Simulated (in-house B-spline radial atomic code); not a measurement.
**Ionising the beryllium ion Be⁺ with different functionals**

Computed with an all-electron radial atomic-structure program (B-spline basis): scalar-relativistic (spin-free X2C) Hamiltonian, Fermi nucleus of rms radius 2.519 fm, spin-polarised at highest spin, spherical fractional occupations for the functionals, the average over the highest-spin determinants for Hartree-Fock. The ionisation energy is the difference of two self-consistent energies, [He] 2s1 → 1s2, without Breit or QED terms; ε is the level of the shell that loses the electron (its least bound occupied spin orbital).

```csv
method,rung,ΔSCF (eV),-ε(2s) (eV)
Hartree-Fock,Hartree-Fock,18.13,18.13
HF fractional,Hartree-Fock,18.13,18.13
LDA VWN5,LDA,18.26,14.30
LDA PW92,LDA,18.26,14.30
LDA exchange-only,LDA,17.64,13.68
PBE,GGA,18.50,14.47
PBEsol,GGA,18.29,14.34
BLYP,GGA,18.55,14.30
RPBE,GGA,18.57,14.50
PW91,GGA,18.55,14.51
BP86,GGA,18.39,14.50
AM05,GGA,18.23,14.30
OLYP,GGA,18.58,14.34
TPSS,meta-GGA,18.40,14.53
r2SCAN,meta-GGA,18.19,14.62
revTPSS,meta-GGA,18.35,14.55
PBE0,global hybrid,18.46,15.48
B3LYP,global hybrid,18.62,15.25
TPSSh,global hybrid,18.38,14.91
BHandHLYP,global hybrid,18.50,16.32
r2SCAN0,global hybrid,18.23,15.54
B97-1,global hybrid,18.33,15.19
HSE06,range-separated hybrid,18.45,15.08
wB97X,range-separated hybrid,17.94,17.61
CAM-B3LYP,range-separated hybrid,18.61,16.73
LC-wPBE,range-separated hybrid,18.54,18.16
```

Question: Among the functionals, which spreads more, the ΔSCF values or the orbital energies?

Answer: The orbital energies: ΔSCF values span about 0.98 eV and the orbital energies 4.48 eV; here energy differences depend much less on the functional than eigenvalues do.

Question: How do they compare with the NIST value?

Answer: NIST lists 18.211 eV (measured, ground level to ground level). Errors run from -0.57 to +0.41 eV; AM05 is closest (+0.02 eV), but part of that can be cancellation, since the calculations leave out Breit-QED terms. Hartree-Fock also lacks correlation.
